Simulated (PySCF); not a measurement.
Ligands exchanged one at a time, Ga CH3-NH2. Gas-phase values, no solvent. One relaxed conformer stands for each flexible species; it need not be the lowest. Strings in code marks are SMILES.

These are PySCF with B3LYP-D3(BJ)/def2-TZVP values and carry that method's errors. B3LYP has the VWN-RPA correlation part, as in Gaussian. Excitations are Tamm–Dancoff values on a coarser integration grid. The basis has no diffuse functions, so Rydberg states are missing or too high.

```
species                                               HOMO–LUMO gap (eV)  S1–T1 gap (TDA) (eV)  S1 oscillator strength
----------------------------------------------------  ------------------  --------------------  ----------------------
0 of 3 CH3 replaced by NH2 (`[CH3][Ga]([CH3])[CH3]`)                6.35                  0.29                   0.000
1 of 3 CH3 replaced by NH2                                             …                  1.07                   0.042
2 of 3 CH3 replaced by NH2 (`[CH3][Ga]([NH2])[NH2]`)                6.38                  0.36                       …
3 of 3 CH3 replaced by NH2                                          6.29                     …                   0.008
```

Question: Some entries are withheld; supply them.

Answer: 
- 1 of 3 CH3 replaced by NH2, HOMO–LUMO gap (eV): 6.63
- 2 of 3 CH3 replaced by NH2 (`[CH3][Ga]([NH2])[NH2]`), S1 oscillator strength: 0.001
- 3 of 3 CH3 replaced by NH2, S1–T1 gap (TDA) (eV): 0.42
